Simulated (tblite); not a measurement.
Species: C4H10ClPSi2.
Geometry (GFN2-xTB, Å), atoms numbered from 1 in this order:
```xyz
18
C4H10ClPSi2 angstrom
C     -0.7210    2.0570    0.4625
C     -0.5926    0.9550   -0.2619
C     -1.7422    0.0912   -0.6358
Cl    -1.9300    0.1838   -2.4247
Si    -1.2715   -1.7349   -0.2840
C      0.5719   -1.6653   -0.7469
Si     1.0396    0.1893   -0.8393
P      2.6197    0.6879    0.6757
H      0.1402    2.6406    0.7477
H     -1.6778    2.4204    0.8078
H     -2.6851    0.4409   -0.2170
H     -1.4732   -2.0013    1.1433
H     -2.0716   -2.6127   -1.1333
H      1.1802   -2.1967   -0.0183
H      0.7468   -2.1498   -1.7039
H      1.3610    0.5882   -2.2203
H      2.8447    1.9584    0.1798
H      3.6523    0.1541   -0.0725
```

Computed with GFN2-xTB (tblite): harmonic, unscaled wavenumbers at the GFN2-xTB geometry, gas phase. This tight-binding method is rough: wavenumbers can miss measured ones by several per cent, in bad cases by 10 to 20. Modes of hydrogen on phosphorus and silicon can be 10 to 20 % off. One conformer, not necessarily the lowest.

Harmonic wavenumbers (cm⁻¹): 38.0, 59.1, 94.6, 112.5, 124.5, 147.9, 167.7, 288.1, 318.9, 411.2, 455.2, 466.2, 480.8, 542.1, 582.7, 589.6, 622.6, 643.5, 650.8, 669.3, 687.6, 698.1, 726.9, 753.3, 757.9, 773.0, 799.2, 905.0, 960.8, 980.0, 1107.0, 1128.2, 1150.9, 1165.6, 1212.6, 1413.2, 1450.3, 1678.3, 2168.1, 2249.5, 2298.3, 2308.2, 2391.5, 2962.8, 3003.0, 3015.4, 3065.5, 3091.6.

A = 1579, B = 694.6, C = 604.9 MHz; mass 179.975 u (most abundant isotopes); point group C1, symmetry number 1.

Question: Zero-point energy?

Answer: Half the sum of the wavenumbers: 26184 cm⁻¹ = 74.86 kcal/mol.

Question: Entropy at 500 K, 1 bar (ideal gas, RRHO, classical rotation)?

Answer: Translation 44.06, rotation 32.10, vibration 60.10: S = 136.3 cal/(mol K).

Question: And Cp and H(500 K) − H(0)?

Answer: Cp = 62.63 cal/(mol K), of which vibrations give 54.68 (their classical limit is 48 R = 95.4); H(500 K) − H(0) = 19.05 kcal/mol without the zero-point energy, 15.08 from vibrations.

Question: Blend soft modes into free rotors: weight 1/[1 + (100 cm⁻¹/ν̃)⁴] for the oscillator and the rest for a rotor with moment μB/(μ + B), μ = h/(8π²ν), B = 10⁻⁴⁴ kg m². What vibrational entropy results?

Answer: 55.17 cal/(mol K) in place of 60.10, which changes −T·S at 500 K by +2.46 kcal/mol.

Question: What must be added to the electronic energy to get the Gibbs energy at 500 K and 1 bar?

Answer: ZPE + [H(500 K) − H(0)] − T·S = 74.86 + 19.05 − 68.13 = 25.78 kcal/mol.

Hindered rotation and anharmonicity are outside this model. Other conformers, if any are populated, would add a mixing term that is left out. The structure is chiral; the term R ln 2 for an equal mix with its mirror image is left out.

Time: 1.1 s. Hardware: one thread, Arm Neoverse V1 (aarch64), no GPU, shared host with 32 logical CPUs at a one-minute load of 25. This covers the Hessian and the dipole derivatives.
